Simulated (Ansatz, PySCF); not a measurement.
System: C₃H₆O (charge 0, singlet). SMILES: C[C@H]1CO1
Geometry: optimised at B3LYP-D3(BJ)/def2-TZVP (Ansatz, an electronic-structure program).

PBE beside other levels, property by property. Correlated levels leave the core frozen unless marked. UHF or UKS for open shells. No spin-orbit coupling. Non-relativistic. Basis-set limits of correlation are two-point, X^-3; Hartree-Fock from the larger set. The bracket is a focal-point correction in the basis named. Rows marked 298 K are enthalpies with B3LYP-D3(BJ) harmonic zero-point and thermal terms from PySCF. Atomisation energies are electronic, to ground-state atoms; the column to compare with has the core term from cc-pwCVTZ added, other frozen-core levels have none. The coupled-cluster column (Ansatz) is a level with limits of its own: (a) RI-MP2/CBS(aug-cc-pVTZ,aug-cc-pVQZ)+[CCSD(T)-MP2]/aug-cc-pVTZ; (b) RI-MP2/CBS(cc-pVTZ,cc-pVQZ)+[CCSD(T)-MP2]/cc-pVTZ.

| property | SVWN5/def2-TZVPD (Ansatz) | HSE06/def2-TZVPD (Ansatz) | B2PLYP/def2-TZVPD (Ansatz) | coupled cluster |
|---|---|---|---|---|
| C-C bond dissociation enthalpy, 298 K, to [CH3] (CH3) + [CH]1CO1 (kcal/mol) | 111.5 | 93.6 | 92.6 | 97.4 (b) |
| proton affinity at O, enthalpy at 298 K, to C[C@H]1C[OH+]1 (kcal/mol) | 182.3 | 189.9 | 189.5 | 190.7 (b) |
| C-H bond dissociation enthalpy, 298 K, to C[C]1CO1 + H atom (kcal/mol) | 107.4 | 97.5 | 99.1 | 103.1 (a) |
| atomisation energy (kcal/mol) | 1095.0 | 954.7 | 937.8 | 953.0 (a) |

What does PBE/def2-TZVPD (Ansatz) give for each property, and on which side of coupled cluster does it fall?


- C-C bond dissociation enthalpy, 298 K, to [CH3] (CH3) + [CH]1CO1: PBE lies 4.3 kcal/mol below coupled cluster; PBE gives 93.1 kcal/mol.
- proton affinity at O, enthalpy at 298 K, to C[C@H]1C[OH+]1: PBE lies 1.9 kcal/mol below coupled cluster; PBE gives 188.8 kcal/mol.
- C-H bond dissociation enthalpy, 298 K, to C[C]1CO1 + H atom: PBE lies 7.1 kcal/mol below coupled cluster; PBE gives 96.0 kcal/mol.
- atomisation energy: PBE lies 19.2 kcal/mol above coupled cluster; PBE gives 972.2 kcal/mol.
